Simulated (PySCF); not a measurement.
Si(CF3)(H)2(OH) (CH3F3OSi), SMILES [SiH2](O)C(F)(F)F.

Geometry optimised at PBE0-D3(BJ)/def2-SVP. Other conformers were not sampled.

Method: PySCF 2.14.0 with TDDFT-PBE/def2-SVPD.

Vertical excitations. The molecule is in vacuum.

**Question.** List the lowest excited states. (The exact figures need the calculation; the answer reports its results.)

**Answer.** 
```json
[
 {"state": "S1", "energy (eV)": "6.43", "λ (nm)": "193", "f": "0.001", "main pairs": "HOMO→LUMO 99 %"},
 {"state": "S2", "energy (eV)": "7.21", "λ (nm)": "172", "f": "0.006", "main pairs": "HOMO−1→LUMO 99 %"},
 {"state": "S3", "energy (eV)": "7.61", "λ (nm)": "163", "f": "0.003", "main pairs": "HOMO→LUMO+1 92 %"},
 {"state": "S4", "energy (eV)": "8.01", "λ (nm)": "155", "f": "0.006", "main pairs": "HOMO−2→LUMO 49 %, HOMO→LUMO+2 29 %, HOMO→LUMO+3 17 %"},
 {"state": "S5", "energy (eV)": "8.04", "λ (nm)": "154", "f": "0.031", "main pairs": "HOMO→LUMO+2 54 %, HOMO−2→LUMO 23 %, HOMO→LUMO+4 15 %"},
 {"state": "S6", "energy (eV)": "8.17", "λ (nm)": "152", "f": "0.023", "main pairs": "HOMO→LUMO+3 61 %, HOMO→LUMO+4 16 %"},
 {"state": "S7", "energy (eV)": "8.24", "λ (nm)": "150", "f": "0.048", "main pairs": "HOMO→LUMO+4 58 %, HOMO−2→LUMO 20 %, HOMO→LUMO+3 10 %"},
 {"state": "S8", "energy (eV)": "8.40", "λ (nm)": "148", "f": "0.029", "main pairs": "HOMO−1→LUMO+1 79 %"},
 {"state": "S9", "energy (eV)": "8.51", "λ (nm)": "146", "f": "0.004", "main pairs": "HOMO−4→LUMO 97 %"},
 {"state": "S10", "energy (eV)": "8.64", "λ (nm)": "143", "f": "0.074", "main pairs": "HOMO−3→LUMO 86 %"},
 {"state": "T1", "energy (eV)": "6.13", "λ (nm)": "202", "f": "0", "main pairs": "HOMO→LUMO 99 %"},
 {"state": "T2", "energy (eV)": "6.85", "λ (nm)": "181", "f": "0", "main pairs": "HOMO−1→LUMO 99 %"},
 {"state": "T3", "energy (eV)": "7.27", "λ (nm)": "171", "f": "0", "main pairs": "HOMO→LUMO+1 96 %"},
 {"state": "T4", "energy (eV)": "7.53", "λ (nm)": "165", "f": "0", "main pairs": "HOMO→LUMO+2 91 %"}
]
```
Triplets are in the Tamm–Dancoff approximation, which puts them higher than full response would, so one can lie above its singlet here.
